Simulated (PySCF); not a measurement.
C₃H₁₀CdSi (SMILES C[Si](C)(C)[CdH]), singlet, at a GFN2-xTB geometry (such geometries of metal compounds can be far from the true shape) (core potentials on Cd); DF-B3LYP/def2-SVPD in PySCF.

PySCF was given this input:
```python
from pyscf import gto, scf, dft

mol = gto.M(
    atom='''
Cd   -0.25901478    0.91247811    0.98663606
H     0.54393179    2.16191775    1.95709020
Si    0.04958791   -0.82870164   -0.83502557
C    -1.16923898   -2.06690268   -1.65766865
C     1.51939237   -1.88371866   -0.14835664
C     0.82157235    0.21357162   -2.27120341
H    -0.66006570   -2.66132881   -2.41231353
H    -1.59314690   -2.75222617   -0.92975288
H    -1.99239446   -1.55229209   -2.14430873
H     1.16933330   -2.64944680    0.54092520
H     2.22173444   -1.24662176    0.39879992
H     2.07727095   -2.38663261   -0.93395985
H     1.47703762    0.99155623   -1.86665134
H     0.05173675    0.70947717   -2.85892887
H     1.41268631   -0.38923091   -2.95570085
''',
    basis='def2-svpd',
    ecp={'Cd': 'def2-svpd'},
    verbose=4,
    max_memory=1800,
)

mf = dft.RKS(mol)
mf.xc = 'b3lyp'
mf = mf.density_fit(auxbasis='def2-universal-jkfit')
mf.kernel()
```

**Question.** What does PySCF print? Leave out banner, timings and long lists.

**Answer.** 
```
PySCF version 2.14.0

[INPUT] verbose = 4
[INPUT] num. atoms = 15
[INPUT] num. electrons = 62
[INPUT] charge = 0
[INPUT] spin (= nelec alpha-beta = 2S) = 0
[INPUT] symmetry False subgroup None
[INPUT] Mole.unit = angstrom
[INPUT] Symbol           X                Y                Z      unit          X                Y                Z       unit  Magmom
[INPUT]  1 Cd    -0.259014780000   0.912478110000   0.986636060000 AA   -0.489466996414   1.724333722561   1.864471938020 Bohr   0.0
[INPUT]  2 H      0.543931790000   2.161917750000   1.957090200000 AA    1.027882113544   4.085432451336   3.698364479070 Bohr   0.0
[INPUT]  3 Si     0.049587910000  -0.828701640000  -0.835025570000 AA    0.093707568990  -1.566019138578  -1.577969634309 Bohr   0.0
[INPUT]  4 C     -1.169238980000  -2.066902680000  -1.657668650000 AA   -2.209541446366  -3.905879991330  -3.132539753777 Bohr   0.0
[INPUT]  5 C      1.519392370000  -1.883718660000  -0.148356640000 AA    2.871235455054  -3.559712363133  -0.280353418361 Bohr   0.0
[INPUT]  6 C      0.821572350000   0.213571620000  -2.271203410000 AA    1.552546733015   0.403591869780  -4.291952418078 Bohr   0.0
[INPUT]  7 H     -0.660065700000  -2.661328810000  -2.412313530000 AA   -1.247343397219  -5.029182578315  -4.558611898283 Bohr   0.0
[INPUT]  8 H     -1.593146900000  -2.752226170000  -0.929752880000 AA   -3.010611317200  -5.200953694161  -1.756978306726 Bohr   0.0
[INPUT]  9 H     -1.992394460000  -1.552292090000  -2.144308730000 AA   -3.765079861501  -2.933406915429  -4.052156226214 Bohr   0.0
[INPUT] 10 H      1.169333300000  -2.649446800000   0.540925200000 AA    2.209719685334  -5.006728833605   1.022200481876 Bohr   0.0
[INPUT] 11 H      2.221734440000  -1.246621760000   0.398799920000 AA    4.198469613114  -2.355773707323   0.753622627298 Bohr   0.0
[INPUT] 12 H      2.077270950000  -2.386632610000  -0.933959850000 AA    3.925473182015  -4.510081992856  -1.764928327840 Bohr   0.0
[INPUT] 13 H      1.477037620000   0.991556230000  -1.866651340000 AA    2.791196577479   1.873769711806  -3.527459802652 Bohr   0.0
[INPUT] 14 H      0.051736750000   0.709477170000  -2.858928870000 AA    0.097768288075   1.340717542931  -5.402592573912 Bohr   0.0
[INPUT] 15 H      1.412686310000  -0.389230910000  -2.955700850000 AA    2.669590225822  -0.735539819115  -5.585465112644 Bohr   0.0

nuclear repulsion = 307.163032460105
number of shells = 86
number of NR pGTOs = 292
number of NR cGTOs = 198
basis = def2-svpd
ecp = {'Cd': 'def2-svpd'}

******** <class 'pyscf.df.df_jk.DFRKS'> ********
method = DFRKS
initial guess = minao
damping factor = 0
level_shift factor = 0
DIIS = <class 'pyscf.scf.diis.CDIIS'>
diis_start_cycle = 1
diis_space = 8
diis_damp = 0
SCF conv_tol = 1e-09
SCF conv_tol_grad = None
SCF max_cycles = 50
direct_scf = False
XC library pyscf.dft.libxc version 7.1.2
    S. Lehtola, C. Steigemann, M. J. T. Oliveira, and M. A. L. Marques,  SoftwareX 7, 1–5 (2018)
XC functionals = b3lyp
    P. J. Stephens, F. J. Devlin, C. F. Chabalowski, and M. J. Frisch,  J. Phys. Chem. 98, 11623 (1994)
radial grids:
    Treutler-Ahlrichs [JCP 102, 346 (1995); DOI:10.1063/1.469408] (M4) radial grids

becke partition: Becke, JCP 88, 2547 (1988); DOI:10.1063/1.454033
pruning grids: <function nwchem_prune>
grids dens level: 3
symmetrized grids: False
atomic radii adjust function: <function treutler_atomic_radii_adjust>
small_rho_cutoff = 0
Set gradient conv threshold to 3.16228e-05
Initial guess from minao.
tot grids = 182008
******** <class 'pyscf.df.df.DF'> ********
auxbasis = def2-universal-jkfit
init E= -563.263309809533
  HOMO = -0.585332791853483  LUMO = -0.555617041605519  gap/eV = 0.80861
cycle= 1 E= -575.906053078644  delta_E= -12.6  |g|= 2.27  |ddm|= 9.13
  HOMO = 0.0333531085105552  LUMO = 0.037437489368857  gap/eV = 0.11114
cycle= 2 E= -535.681022617137  delta_E= 40.2  |g|= 6.41  |ddm|=  110
  HOMO = -0.276562617515688  LUMO = -0.238871967299435  gap/eV = 1.02561
cycle= 3 E= -576.086834745033  delta_E= -40.4  |g|= 1.92  |ddm|=  110
  HOMO = -0.34641763076356  LUMO = -0.183952516988193  gap/eV = 4.42090
cycle= 4 E= -577.156539370925  delta_E= -1.07  |g|= 1.11  |ddm|= 2.51
  HOMO = -0.22825375553092  LUMO = -0.0630770868418555  gap/eV = 4.49469
cycle= 5 E= -577.437347902434  delta_E= -0.281  |g|= 0.33  |ddm|= 2.15
  HOMO = -0.25288748364278  LUMO = -0.0713570553608592  gap/eV = 4.93969
cycle= 6 E= -577.459418060821  delta_E= -0.0221  |g|= 0.17  |ddm|= 0.812
  HOMO = -0.232770063617856  LUMO = -0.0601184555634783  gap/eV = 4.69809
cycle= 7 E= -577.467749414572  delta_E= -0.00833  |g|= 0.0618  |ddm|= 0.374
  HOMO = -0.229535319298563  LUMO = -0.0540151208898886  gap/eV = 4.77615
cycle= 8 E= -577.468808839528  delta_E= -0.00106  |g|= 0.0151  |ddm|= 0.122
  HOMO = -0.229419170125553  LUMO = -0.0536052299810478  gap/eV = 4.78414
cycle= 9 E= -577.468853638562  delta_E= -4.48e-05  |g|= 0.00586  |ddm|= 0.0319
  HOMO = -0.229398031189461  LUMO = -0.0537828784881041  gap/eV = 4.77873
cycle= 10 E= -577.468863497019  delta_E= -9.86e-06  |g|= 0.00128  |ddm|= 0.00943
  HOMO = -0.229355909289396  LUMO = -0.0538137960249093  gap/eV = 4.77674
cycle= 11 E= -577.468863909331  delta_E= -4.12e-07  |g|= 0.000156  |ddm|= 0.00213
  HOMO = -0.22935959470756  LUMO = -0.0538143391542293  gap/eV = 4.77683
cycle= 12 E= -577.46886391486  delta_E= -5.53e-09  |g|= 7.27e-05  |ddm|= 0.000439
  HOMO = -0.229356647311931  LUMO = -0.053812260198644  gap/eV = 4.77681
cycle= 13 E= -577.468863916302  delta_E= -1.44e-09  |g|= 1.29e-05  |ddm|= 0.000147
  HOMO = -0.229355332797148  LUMO = -0.0538108872160496  gap/eV = 4.77681
cycle= 14 E= -577.468863916331  delta_E= -2.85e-11  |g|= 3.94e-06  |ddm|= 2.87e-05
  HOMO = -0.229355434083921  LUMO = -0.0538112263959405  gap/eV = 4.77680
Extra cycle  E= -577.468863916332  delta_E= -1.36e-12  |g|= 4.58e-06  |ddm|= 1.27e-05
converged SCF energy = -577.468863916332
```
